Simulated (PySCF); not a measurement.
B(I)2(OH) (BHI2O), SMILES OB(I)I.

Coordinates come from a B3LYP-D3(BJ)/def2-SVP optimisation. The def2 effective core potentials stand for the cores of I; spin–orbit coupling is left out. The values are those of a single conformer.

Calculation: M06-2X/def2-TZVP in PySCF.

Symmetry labels are those of the subgroup Cs that the program uses (full group Cs).

Computed valence orbital energies around the gap with their symmetry:
| orbital | symmetry | energy (eV) |
|---|---|---|
| HOMO−7 | A' | -14.98 |
| HOMO−6 | A" | -13.60 |
| HOMO−5 | A' | -12.97 |
| HOMO−4 | A' | -10.40 |
| HOMO−3 | A" | -9.56 |
| HOMO−2 | A' | -9.44 |
| HOMO−1 | A" | -8.96 |
| HOMO | A' | -8.63 |
| LUMO | A" | -0.34 |
| LUMO+1 | A' | 0.11 |
| LUMO+2 | A' | 0.93 |
| LUMO+3 | A' | 1.98 |
